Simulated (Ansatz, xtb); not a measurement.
**Relative energy of two structures of CH4Sn−**

Structure a is a doublet given by its coordinates and structure b is the doublet with the links of `[CH2][SnH2-]`. Both are isolated ions in the gas phase, relaxed with B3LYP-D3(BJ)/def2-SVPD; the shapes shown needn't be the lowest conformers.

a (Å):

```yaml
atoms:
  - { symbol: C, position_ang: [0.4489, -0.8920, 0.5648] }
  - { symbol: Sn, position_ang: [-0.4807, 0.8166, -0.6814] }
  - { symbol: H, position_ang: [0.0874, -1.8776, 0.2245] }
  - { symbol: H, position_ang: [1.5481, -0.8782, 0.4681] }
  - { symbol: H, position_ang: [0.1975, -0.7890, 1.6345] }
  - { symbol: H, position_ang: [-2.1733, 0.3390, -0.1785] }
```

Close contacts (Å): C1–Sn2 2.31, C1–H3 1.10, C1–H4 1.10, C1–H5 1.10, Sn2–H6 1.83.

b (Å):

```xyz
6

C    -1.2124    0.0329   -0.3977
Sn    0.3040    1.3166    0.5205
H     1.1188    0.0342    1.5016
H     1.5040    1.2469   -0.8307
H    -1.6354    0.2622   -1.3892
H    -1.9017   -0.5708    0.2149
```

Problem. Estimate E(b) − E(a) at the level CCSD(T)/def2-SVPD + ΔMP2/def2-TZVPPD.

Solution. Calculated at CCSD(T)/def2-SVPD + ΔMP2/def2-TZVPPD: E(b) − E(a) = +146.6 kJ/mol, so structure a lies lower.

Level by level:

| level | geometry | E(b) − E(a) (kJ/mol) | departure from the last row (kJ/mol) | job, with rough time for the two |
| --- | --- | --- | --- | --- |
| GFN2-xTB | GFN2-xTB | +85.3 | −61.3 | optimisation, 0.15 s |
| HF/STO-3G | GFN2-xTB | +91.4 | −55.2 | single point, 0.88 s |
| r2SCAN-D4/def2-SVPD | GFN2-xTB | +143.9 | −2.7 | single point, 4.3 s |
| B3LYP-D3(BJ)/def2-SVPD | B3LYP-D3(BJ)/def2-SVPD | +139.7 | −6.9 | optimisation, 52 s |
| HF/def2-SVPD | B3LYP-D3(BJ)/def2-SVPD | +132.3 | −14.3 | part of the CCSD(T) run |
| MP2/def2-SVPD | B3LYP-D3(BJ)/def2-SVPD | +163.8 | +17.2 | part of the CCSD(T) run |
| CCSD(T)/def2-SVPD | B3LYP-D3(BJ)/def2-SVPD | +147.2 | +0.6 | single point |
| CCSD(T)/def2-SVPD + ΔMP2/def2-TZVPPD | B3LYP-D3(BJ)/def2-SVPD | +146.6 |  | single point, 41 s |

None of the levels shown reverses the order. The largest departure from CCSD(T)/def2-SVPD + ΔMP2/def2-TZVPPD is that of GFN2-xTB, 61.3 kJ/mol. The last row adds to CCSD(T) the change of the MP2 difference between the two basis sets, here −0.6 kJ/mol.

With harmonic frequencies from B3LYP-D3(BJ)/def2-SVPD (ideal gas, rigid rotor, one conformer each, 600 K, 1 atm): on the last row, ΔE + ΔZPE = +129.7, ΔH = +133.2, ΔG = +128.3 kJ/mol.

Open shells are spin-unrestricted. The correlated steps freeze 5 core orbitals; the filled d shell of Sn is correlated, in a basis made for valence electrons. Atoms past krypton carry core potentials in the def2 sets, other sets are all-electron and non-relativistic, and no spin–orbit term is included. Codes used: Ansatz 0.2.0, xtb 6.7.1; the last row on 1 thread of Intel(R) Xeon(R) Platinum 8488C (Sapphire Rapids) on a shared host.
